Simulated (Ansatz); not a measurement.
Diatomic GaF, closed-shell singlet (the spin of the measured ground state). No spin–orbit coupling. Ga is treated without relativity.

D_e counts from the fitted minimum to each atom's lowest state at the same level, without counterpoise. The singlet is restricted.

Correlated levels freeze the inner cores; with def2 sets outer-core shells near the valence are correlated too. CBS(a, b) extrapolates the correlation energy as X⁻³ and adds the Hartree–Fock energy of set b.

The values were computed with Ansatz (a program for electronic structure) with Gaussian orbitals. 

PBE/def2-TZVPP gives 607.0 kJ/mol for the bond energy D_e.

### Question
Predict the shift from PBE, with its sign, for: r2SCAN/def2-TZVPP, PBE0/def2-TZVPP, wB97M-V/def2-TZVPP, B2PLYP/def2-TZVPP, CCSD(T)/CBS(def2-TZVPP, def2-QZVPP).

### Answer
r2SCAN/def2-TZVPP -17.4; PBE0/def2-TZVPP -33.7; wB97M-V/def2-TZVPP -18.1; B2PLYP/def2-TZVPP -19.6; CCSD(T)/CBS(def2-TZVPP, def2-QZVPP) -5.7 kJ/mol. 0 of 5 lie above PBE; the widest gap is to PBE0/def2-TZVPP.
